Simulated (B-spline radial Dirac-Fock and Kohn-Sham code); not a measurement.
# How the settings move the core levels of Cu⁶⁺

ΔSCF core binding energies without Breit or QED terms, calculated with an atomic code on a B-spline grid. Keys: rel is the Hamiltonian (dirac, or spin-free x2c and nr, where L3 and M5 stand for the whole 2p and 3d shells), method is hf or an exchange,correlation pair (spin-unpolarised, also for the hole states), nuc the nuclear model, radius_factor scales its radius, rmax is the box in bohr, h the logarithmic mesh step, order the B-spline order, points the quadrature points per cell, c_factor scales the speed of light, and damp, ndamp, maxit and tol steer the iteration. The run stops when the commutator error falls below 10·tol·max(1, Z/10), or the numerical noise floor, and the energy has settled to about 1e-8 Ha; the virial ratio is −V/T.

Base input:

```json
{"items": [{"Z": 29, "q": 6, "cfg": [[1, 0, 2], [2, 0, 2], [2, 1, 6], [3, 0, 2], [3, 1, 6], [3, 2, 5]], "A": 63, "rrms": 3.8823, "do": "settings", "holes": ["K", "L3", "M5"],
  "settings": [{"rel": "dirac", "method": "hf", "nuc": "fermi", "radius_factor": 1.0, "rmax": 45.0, "h": 0.3, "order": 8, "points": 10, "c_factor": 1.0, "maxit": 60, "damp": 0.5, "ndamp": 3, "tol": 1e-08}]}]}
```

The ground state converged in 10 iterations, with total energy -1642.28262 Ha, virial ratio 1.98220 and highest orbital energy -136.57 eV. ΔSCF binding energies: K (1s) 9144.4 eV, L3 (2p3/2) 1085.0 eV. Holes are computed only in closed shells, and unreliable hole states are left out.

Changes from the base run:

| changed setting | Δ total energy (Ha) | Δ K (eV) | Δ L3 (eV) | iterations |
| --- | --- | --- | --- | --- |
| c_factor = 0.9 | -3.51020 | +25.03 | -0.55 | 10 |
| damp = 0.2 | 0.00000 | 0.00 | 0.00 | 9 |
| rmax = 60.0 | 0.00000 | 0.00 | 0.00 | 10 |
| h = 0.12 | 0.00000 | 0.00 | 0.00 | 9 |
| rel = "nr"; radius_factor = 1.2; damp = 0.2 | +14.55842 | -103.72 | +2.27 | 9 |
| tol = 1e-06 | 0.00000 | 0.00 | 0.00 | 8 |
| method = "pw91,pw91"; nuc = "gauss"; h = 0.12 | ? | ? | ? | ? |

Question: What does the change method = "pw91,pw91"; nuc = "gauss"; h = 0.12 do?

Answer: The total energy moves by -1.24851 Ha and the binding energies by K +18.89 eV, L3 -2.29 eV; the run takes 9 iterations.
